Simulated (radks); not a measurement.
Hg3+, configuration [Xe] 4f14 5d8 6d1 (not the ground configuration).

Method: scalar-relativistic Kohn-Sham, r2SCAN, spin-polarised, spherical densities, finite nucleus; open shells are filled with parallel spins first (spin-orbit coupling, left out, can overturn this in heavy ions); meta-GGA in the generalised Kohn-Sham scheme; Fermi nuclear charge, rms radius 5.4648 fm; computed with a radial shooting solver on a logarithmic mesh with Libxc functionals.

Energy parts (hartree):
| part | energy |
|---|---|
| total | -19616.7283 |
| kinetic | 22009.5018 |
| electron-nucleus | -48740.6146 |
| Hartree | 7483.8095 |
| exchange-correlation | -369.4251 |

Orbitals (lengths in bohr, moments of r in powers of bohr; r(max) is where P^2 peaks):
[
 {"orbital": "1s down", "occ.": "1", "eigenvalue (hartree)": "-3060.606", "<r^2>": "0.0003810", "r(max)": "0.01022"},
 {"orbital": "1s up", "occ.": "1", "eigenvalue (hartree)": "-3060.606", "<r^2>": "0.0003810", "r(max)": "0.01022"},
 {"orbital": "2s up", "occ.": "1", "eigenvalue (hartree)": "-544.8352", "<r^2>": "0.005796", "r(max)": "0.05913"},
 {"orbital": "2s down", "occ.": "1", "eigenvalue (hartree)": "-544.8243", "<r^2>": "0.005796", "r(max)": "0.05913"},
 {"orbital": "2p up", "occ.": "3", "eigenvalue (hartree)": "-470.0416", "<r^2>": "0.004899", "r(max)": "0.04906"},
 {"orbital": "2p down", "occ.": "3", "eigenvalue (hartree)": "-470.0330", "<r^2>": "0.004899", "r(max)": "0.04906"},
 {"orbital": "3s up", "occ.": "1", "eigenvalue (hartree)": "-130.9205", "<r^2>": "0.03728", "r(max)": "0.1666"},
 {"orbital": "3s down", "occ.": "1", "eigenvalue (hartree)": "-130.9188", "<r^2>": "0.03728", "r(max)": "0.1666"},
 {"orbital": "3p up", "occ.": "3", "eigenvalue (hartree)": "-109.2159", "<r^2>": "0.03844", "r(max)": "0.1662"},
 {"orbital": "3p down", "occ.": "3", "eigenvalue (hartree)": "-109.2133", "<r^2>": "0.03844", "r(max)": "0.1662"},
 {"orbital": "3d up", "occ.": "5", "eigenvalue (hartree)": "-86.31154", "<r^2>": "0.03189", "r(max)": "0.1356"},
 {"orbital": "3d down", "occ.": "5", "eigenvalue (hartree)": "-86.30482", "<r^2>": "0.03189", "r(max)": "0.1356"},
 {"orbital": "4s up", "occ.": "1", "eigenvalue (hartree)": "-30.27351", "<r^2>": "0.1797", "r(max)": "0.3757"},
 {"orbital": "4s down", "occ.": "1", "eigenvalue (hartree)": "-30.26474", "<r^2>": "0.1797", "r(max)": "0.3757"},
 {"orbital": "4p up", "occ.": "3", "eigenvalue (hartree)": "-23.12572", "<r^2>": "0.2052", "r(max)": "0.3955"},
 {"orbital": "4p down", "occ.": "3", "eigenvalue (hartree)": "-23.11824", "<r^2>": "0.2053", "r(max)": "0.3956"},
 {"orbital": "4d up", "occ.": "5", "eigenvalue (hartree)": "-14.59521", "<r^2>": "0.2325", "r(max)": "0.4027"},
 {"orbital": "4d down", "occ.": "5", "eigenvalue (hartree)": "-14.58621", "<r^2>": "0.2324", "r(max)": "0.4028"},
 {"orbital": "5s up", "occ.": "1", "eigenvalue (hartree)": "-6.02303", "<r^2>": "0.9114", "r(max)": "0.8289"},
 {"orbital": "5s down", "occ.": "1", "eigenvalue (hartree)": "-5.96663", "<r^2>": "0.9064", "r(max)": "0.8268"},
 {"orbital": "4f up", "occ.": "7", "eigenvalue (hartree)": "-5.15637", "<r^2>": "0.2808", "r(max)": "0.3675"},
 {"orbital": "4f down", "occ.": "7", "eigenvalue (hartree)": "-5.14381", "<r^2>": "0.2795", "r(max)": "0.3675"},
 {"orbital": "5p up", "occ.": "3", "eigenvalue (hartree)": "-4.09068", "<r^2>": "1.193", "r(max)": "0.9268"},
 {"orbital": "5p down", "occ.": "3", "eigenvalue (hartree)": "-4.02255", "<r^2>": "1.187", "r(max)": "0.9241"},
 {"orbital": "5d up", "occ.": "5", "eigenvalue (hartree)": "-1.86353", "<r^2>": "2.052", "r(max)": "1.132"},
 {"orbital": "5d down", "occ.": "3", "eigenvalue (hartree)": "-1.78832", "<r^2>": "2.062", "r(max)": "1.129"},
 {"orbital": "6d up", "occ.": "1", "eigenvalue (hartree)": "-0.59718", "<r^2>": "15.87", "r(max)": "3.452"}
]

The highest occupied level is 6d up at -16.250 eV. Spin moment in Bohr magnetons: 3. Summed over all electrons, <r^2> = 49.78 bohr^2, which gives a Langevin (diamagnetic) susceptibility term of -39.4 x 10^-6 cm^3/mol. The electron density at the nucleus is 2.499e+06 e/bohr^3 (large components only).
